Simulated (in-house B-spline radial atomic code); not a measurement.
Results of a calculation; reference values are marked as such.
# Zr in an electron gas of r_s = 1.5: phase shifts, screening and friction

A nucleus sits in a uniform electron gas with a rigid positive background. The Kohn-Sham equations are solved self-consistently in the spin-unpolarised LDA (PW92), non-relativistic, on B-splines with outgoing waves at the boundary and partial waves to l = 8. The model has no lattice, no bands and no magnetic solution. Atomic units; δ_l are the phase shifts at the Fermi level, counted so that each bound state adds π, and good to about 0.0005.

The density parameter is r_s = 1.5 bohr.

```tsv
l	δ_l (rad)
0	10.9608
1	8.5524
2	4.8289
3	0.2088
4	0.0455
5	0.0118
6	0.0032
7	0.0008
8	0.0001
```

Bound levels below the band bottom (hartree): s -13.23, p -10.51, d -5.538, s -1.068, p -0.3825 and deeper ones.

(1) Check the Friedel sum rule, and say where the screening charge sits.

(2) Find the transport cross section and the electronic stopping of a 5 keV Zr ion (mass 91.22 u).

## Answers

(1) k_F = (9π/4)^(1/3)/r_s = 1.27944. The rule is Z = (2/π) Σ (2l + 1) δ_l. The terms are s 6.978, p 16.334, d 15.371, f 0.930 and 0.379 beyond, in all 39.992 against Z = 40. Bound states hold 8 s, 18 p, 10 d electrons, so the scattering states carry 3.99 in all; where a term is smaller than its bound count, the bound level has drawn weight out of the band.

(2) σ_tr = (4π/k_F²) Σ (l + 1) sin²(δ_l − δ_(l+1)). The terms for l = 0 to 3 are 0.4479, 0.6042, 2.9745, 0.1057, all together 4.1385, so σ_tr = 7.677 × 4.1385 = 31.769 bohr². With n = 3/(4π r_s³) = 0.07074, the friction coefficient is Q = n k_F σ_tr = 2.8752. For v well below v_F = 1.279, dE/dx = Q v; with 24801 eV per u at v = 1, v = √(5000/(24801 × 91.22)) = 0.0470, so dE/dx = 0.13517 hartree/bohr = 69.5 eV/nm. The largest term couples the d and f waves.
